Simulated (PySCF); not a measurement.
**Core binding energy against partial charge**

Compound: 2-fluoropyrimidine, C4H3FN2.
Bonds: F1–C2, C2–N3 (aromatic), N3–C4 (aromatic), C4–C5 (aromatic), C5–C6 (aromatic), C6–N7 (aromatic), C2–N7 (aromatic). Hydrogens: H8 on C4; H9 on C5; H10 on C6.

Binding energies: PySCF 2.14.0, delta-SCF UKS SCAN, pcX-2 on the ionised atom, pcseg-1 elsewhere, spin-free X2C. Charges: PBE0/pcSseg-1 ground-state density, for the ionised atom.

| atom | environment | C 1s (eV) | Mulliken (e) | IAO (e) | Hirshfeld (e) | ESP (e) |
| --- | --- | --- | --- | --- | --- | --- |
| C5 | aromatic CH carbon | 291.31 | -0.235 | -0.225 | -0.062 | -0.875 |
| C4 | aromatic CH next to a ring nitrogen | 292.51 | +0.158 | +0.030 | +0.045 | +0.670 |
| C2 | aromatic C–F carbon | 294.96 | +0.622 | +0.522 | +0.203 | +1.192 |

**Question.** Give the correlation coefficient and slope of binding energy on charge for each scheme.

**Answer.** IAO: r = 1.00, slope 4.9 eV per e; Hirshfeld: r = 1.00, slope 13.9 eV per e; Mulliken: r = 0.99, slope 4.3 eV per e; ESP: r = 0.89, slope 1.5 eV per e. On 3 points no scheme stands out.

**Question.** The point-charge model writes a binding energy as kq + V + constant, with V the potential of the other atoms' charges at the site. What does it give with the IAO charges?

**Answer.** V = Σ 14.40 eV Å × q/r over all other atoms: +3.30 eV at C5, -0.77 eV at C4, -8.11 eV at C2. Fitting binding energy − V to q gives k = 20.1 eV per e and leaves an rms residual of 0.06 eV, against 0.02 eV for the fit on q alone. The model has no term for differences in relaxation between sites.

Isolated species at its PBE0-D3(BJ)/def2-SVP geometry, gas phase.
